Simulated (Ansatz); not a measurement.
Isomers of C2H5BrSi, relaxed with PBE0-D4/def2-TZVP in Ansatz; electronic energies, one conformer each and not always the lowest. Functionals use def2-TZVPP; CBS adds triple-zeta CCSD(T) − MP2 to the MP2 limit of def2-TZVPP and def2-QZVPP.

Outer-core shells of Br are correlated without core-valence functions. Scalar relativity is left out up to krypton. Spin–orbit coupling is left out.

(1) Order them by energy at frozen-core CCSD(T)/CBS, lowest first. (An estimate is asked.)
A. `C=C[SiH2]Br`
B. `BrC1C[SiH2]1`
C. `C=C([SiH3])Br`
D. `Br[SiH]1CC1`
E. `CC[Si]Br`

(2) How do r2SCAN-D4, B3LYP-D4, PBE0-D4, PBE-D4 place them (kJ/mol, against `C=C[SiH2]Br`)? (Estimate.)

Answers

(1) A (0.0 kJ/mol), D (41.9 kJ/mol), E (49.4 kJ/mol), C (143.6 kJ/mol), B (190.6 kJ/mol).

(2) Ansatz gave: 
```csv
isomer,r2SCAN-D4,B3LYP-D4,PBE0-D4,PBE-D4
`Br[SiH]1CC1`,26.9,47.5,22.8,23.8
`C=C([SiH3])Br`,140.9,138.1,141.8,132.9
`BrC1C[SiH2]1`,178.6,192.2,172.3,166.9
`CC[Si]Br`,50.2,44.7,36.7,30.9
```

B3LYP here is the variant with VWN-RPA as its local correlation; programs differ in this.
